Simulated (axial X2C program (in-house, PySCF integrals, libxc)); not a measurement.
MoCl: from the spin-free to the two-component result

Calculated with an in-house all-electron X2C program for linear molecules (integrals from PySCF). Spin-free means the one-electron spin-free X2C Hamiltonian; two-component (2c) means X2C with spin–orbit coupling and atomic mean-field two-electron Coulomb and Gaunt terms, so the difference of the two also holds small scalar two-electron terms. Basis: Mo dyall-cv3z [11s12p9d5f3g], Cl dyall-av3z [9s8p3d2f] (cores contracted in-house); Gaussian nuclei, density fitting, unrestricted open shells. Masses: Mo 97.905 u, Cl 34.969 u.

Spin-free state: M_S = 5/2, Λ = 0 (beyond evenly filled blocks: σα, π+α, π-α, δ+α, δ-α); fragments Mo + Cl.

```tsv
level	Re (Å)	ωe (cm⁻¹)	De (eV)	μ (D)
PBE0	2.292	373.3	3.758	-4.48
HF	2.385	332.0	2.457	-6.15
MP2	2.289	376.8	3.796	n/a
CCSD	2.315	367.0	3.530	n/a
CCSD(T)	2.306	372.3	n/a	n/a
PBE	2.284	374.7	3.917	-3.75
```

Correlated methods: 21 electrons correlated (number of frozen shells: Mo 3 s, 2 p, 1 d; Cl 2 s, 1 p), 291 virtual spin orbitals or spinors in MP2, 110 natural virtuals in coupled cluster.

Dipoles are positive if Cl is the positive end.

Two-component determinant lowest at the distance of the search:

Ω = 5/2 (⟨Sz⟩ = 2.50, ⟨Lz⟩ = 0.00 at HF); fragments Mo + Cl.

```csv
level,Re (Å),ωe (cm⁻¹),De (eV),μ (D)
PBE0,2.292,372.9,3.751,-4.48
HF,2.386,331.3,2.393,-6.16
MP2,2.290,376.6,3.757,n/a
CCSD,2.316,366.5,3.494,n/a
CCSD(T),2.306,371.9,n/a,n/a
PBE,2.284,374.4,3.911,-3.75
```

(1) From the two tables, how do the constants change at the CCSD(T) level (2c against spin-free)?

The state is a single determinant with fixed occupations, the lowest that a limited PBE0 search found. De is counted from the lowest determinant-based energies of the atoms at the same level, without counterpoise correction. De is not given where an atomic determinant may have missed its ground term or J level, or where the truncated virtual space spoils (T). Density functionals use the spin component along the axis (collinear). Coupled cluster ran in a truncated set of natural virtual spinors; the MP2 energy of the rest was added. (T) has no such correction and the atoms are truncated less, which lowers De at CCSD(T) by a hundredth of an eV or more. A 2c atom that is not at its ground J level misses part of its spin–orbit lowering, and De is too large by that part (0.04 eV or less for light atoms). This holds for PBE0, PBE. The functionals have no current-density term, which raises determinants with orbital currents, atoms included. With several unpaired electrons one determinant need not be a pure state. This is the top spin component of a Σ state; components of lower Ω are not single determinants and can lie lower.

Answers

(1) At the CCSD(T) level Re is unchanged within 0.001 Å and ωe goes down by 0.4 cm⁻¹.
